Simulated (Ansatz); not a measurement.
`Cl[SiH2]S[SiH2]Cl` + `O[SiH](O)S` → `O[SiH](O)S[SiH2]Cl` + `S[SiH2]Cl`  (ligand exchange at the Si–S bond)

Computed with Ansatz on PBE0-D4/def2-TZVP structures; ΔE is electronic, products minus reactants. CBS: MP2 limit from def2 TZ/QZ plus the TZ coupled-cluster correction, frozen cores. DFT in def2-TZVPP. Each species was taken in one conformer, which may not be the lowest.

```
             species  PBE0 energy (Eh)
 `Cl[SiH2]S[SiH2]Cl`       -1899.51391
        `O[SiH](O)S`        -840.34525
`O[SiH](O)S[SiH2]Cl`       -1590.47326
         `S[SiH2]Cl`       -1149.38824
```

Problem. Work out ΔE.

Solution. ΔE = (-1590.47326) + (-1149.38824) − (-1899.51391) − (-840.34525) = -0.00234 Eh = -0.06 eV. CCSD(T)/CBS gives -0.03 eV.

Largest T1 diagnostic among the species: 0.011.

The D4 term adds +0.04 eV with B3LYP and +0.02 eV with PBE0; it sums over pairs of atoms, weighted by their polarisabilities, and B3LYP, whose exchange is more repulsive, gets the larger term.

B3LYP here is the variant with VWN-RPA as its local correlation; programs differ in this.
